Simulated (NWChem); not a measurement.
Everything below was run with NWChem. System: N-methylmethanimine (C₂H₅N), charge 0, spin multiplicity 1, at a geometry optimised with B3LYP/def2-SVP. Level: RHF/6-31+G* (spherical d).

Input file:

```
start mol
memory heap 200 mb stack 900 mb global 1100 mb
geometry units angstroms nocenter noautoz
  C     -1.101829     0.345228     0.000000
  N      0.035405    -0.544811     0.000000
  C      1.197592    -0.047334     0.000000
  H     -1.729368     0.133913    -0.882390
  H     -1.729368     0.133913     0.882390
  H     -0.838141     1.423683     0.000000
  H      1.398715     1.045477     0.000000
  H      2.075748    -0.710673     0.000000
  symmetry group Cs
end
basis spherical
  * library 6-31+g*
end
scf
  rhf
  nopen 0
  maxiter 100
  thresh 1e-7
  semidirect memsize 60000000 filesize 0
end
task scf energy
```

Part of the output:

```
             Northwest Computational Chemistry Package (NWChem) 7.3.0
             --------------------------------------------------------

                                NWChem Input Module
                                -------------------

 Scaling coordinates for geometry "geometry" by  1.889725989
 (inverse scale =  0.529177249)

 Turning off AUTOSYM since
 SYMMETRY directive was detected!

                             Geometry "geometry" -> ""
                             -------------------------

 Output coordinates in angstroms (scale by  1.889725989 to convert to a.u.)

  No.       Tag          Charge          X              Y              Z
 ---- ---------------- ---------- -------------- -------------- --------------
    1 C                    6.0000    -1.10182900     0.34522800     0.00000000
    2 N                    7.0000     0.03540500    -0.54481100     0.00000000
    3 C                    6.0000     1.19759200    -0.04733400     0.00000000
    4 H                    1.0000    -1.72936800     0.13391300    -0.88239000
    5 H                    1.0000    -1.72936800     0.13391300     0.88239000
    6 H                    1.0000    -0.83814100     1.42368300     0.00000000
    7 H                    1.0000     1.39871500     1.04547700     0.00000000
    8 H                    1.0000     2.07574800    -0.71067300     0.00000000

 Effective nuclear repulsion energy (a.u.)      71.9808713090

            Nuclear Dipole moment (a.u.)
            ----------------------------
        X                 Y               Z
 ---------------- ---------------- ----------------
    -0.0000018897     0.0000000000     0.0000000000

      Symmetry information
      --------------------

 Group name             Cs
 Group number              2
 Group order               2
 No. of unique centers     7

      Symmetry unique atoms

     1    2    3    4    6    7    8


 Summary of "ao basis" -> "" (spherical)
 ------------------------------------------------------------------------------
       Tag                 Description            Shells   Functions and Types
[...]
              MO Center=  1.6D-01, -3.4D-01,  2.4D-16, r^2= 2.0D+00
   Bfn.  Coefficient  Atom+Function         Bfn.  Coefficient  Atom+Function
  ----- ------------  ---------------      ----- ------------  ---------------
    22      0.494144  2 N  py                26      0.364955  2 N  py
    24     -0.259997  2 N  s                 62     -0.185502  7 H  s
     4     -0.181409  1 C  py                40     -0.159839  3 C  py
    60     -0.156971  6 H  s

 Vector   13  Occ=0.000000D+00  E= 8.175701D-02  Symmetry=a'
              MO Center=  8.2D-01,  8.3D-01, -1.8D-14, r^2= 1.1D+01
   Bfn.  Coefficient  Atom+Function         Bfn.  Coefficient  Atom+Function
  ----- ------------  ---------------      ----- ------------  ---------------
    28      2.310477  2 N  s                 10     -1.693115  1 C  s
    46     -1.648981  3 C  s                 30      0.553735  2 N  py
    11     -0.262227  1 C  px                29      0.245102  2 N  px
    43      0.243678  3 C  px                60      0.243446  6 H  s
    47     -0.200265  3 C  px                 7     -0.184930  1 C  px

 Vector   14  Occ=0.000000D+00  E= 8.643853D-02  Symmetry=a"
              MO Center=  8.5D-01,  4.6D-01,  9.2D-15, r^2= 9.8D+00
   Bfn.  Coefficient  Atom+Function         Bfn.  Coefficient  Atom+Function
  ----- ------------  ---------------      ----- ------------  ---------------
    49      1.146012  3 C  pz                31     -0.943944  2 N  pz
    13      0.635041  1 C  pz                23     -0.217641  2 N  pz
    27     -0.155746  2 N  pz

 Vector   15  Occ=0.000000D+00  E= 9.473785D-02  Symmetry=a'
              MO Center= -5.0D-01,  4.8D-01, -4.5D-15, r^2= 1.6D+01
   Bfn.  Coefficient  Atom+Function         Bfn.  Coefficient  Atom+Function
  ----- ------------  ---------------      ----- ------------  ---------------
    46      2.107323  3 C  s                 47     -1.838849  3 C  px
    11     -1.642402  1 C  px                10     -1.397863  1 C  s
    28     -0.590863  2 N  s                 12      0.306222  1 C  py
    64      0.251143  8 H  s

 center of mass
 --------------
 x =   0.03582944 y =  -0.08834061 z =   0.00000000

 moments of inertia (a.u.)
 ------------------
          38.489865938022          25.565665460140           0.000000000000
          25.565665460140         165.700604270677           0.000000000000
           0.000000000000           0.000000000000         192.981545669426

  Mulliken analysis of the total density
  --------------------------------------

    Atom       Charge   Shell Charges
 -----------   ------   -------------------------------------------------------
    1 C    6     6.52   2.00  0.65  2.02  0.67  0.97  0.10  0.04  0.06
    2 N    7     7.18   2.00  0.80  2.34  0.88  1.29 -0.08 -0.09  0.05
    3 C    6     6.23   2.00  0.68  1.93  0.58  0.88  0.04  0.04  0.07
    4 H    1     0.80   0.52  0.28
    5 H    1     0.80   0.52  0.28
    6 H    1     0.84   0.53  0.31
    7 H    1     0.84   0.52  0.31
    8 H    1     0.81   0.52  0.28

       Multipole analysis of the density wrt the origin
       ------------------------------------------------

     L   x y z        total         open         nuclear
     -   - - -        -----         ----         -------
     0   0 0 0     -0.000000      0.000000     24.000000

     1   1 0 0      0.189494      0.000000     -0.000002
     1   0 1 0      0.711831      0.000000      0.000000
     1   0 0 1     -0.000000      0.000000      0.000000

     2   2 0 0    -12.035126      0.000000    103.015700
     2   1 1 0     -0.218851      0.000000    -15.808059
     2   1 0 1      0.000000      0.000000      0.000000
     2   0 2 0    -16.076674      0.000000     23.094385
     2   0 1 1     -0.000000      0.000000      0.000000
     2   0 0 2    -15.149352      0.000000      5.560948

 Task  times  cpu:        0.8s     wall:        0.8s

 Total times  cpu:        0.8s     wall:        0.8s
```
